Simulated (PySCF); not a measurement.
B3LYP has the VWN-RPA correlation part, as in Gaussian. 

Cartesian coordinates (Å):
```xyz
3

B     -0.2897     0.4364     0.0000
Br     1.5025    -0.1248     0.0000
H     -1.2128    -0.3116     0.0000
```
Charge 0, spin multiplicity 2.

Question: Estimate the dipole moment, total energy and highest occupied spin orbital that PySCF with B3LYP-D3(BJ)/def2-TZVP returns for this input.

Answer: 
The dipole moment comes out as 0.49 D, the total energy is -2599.5881 Ha and the highest occupied spin orbital comes out as -5.91 eV.
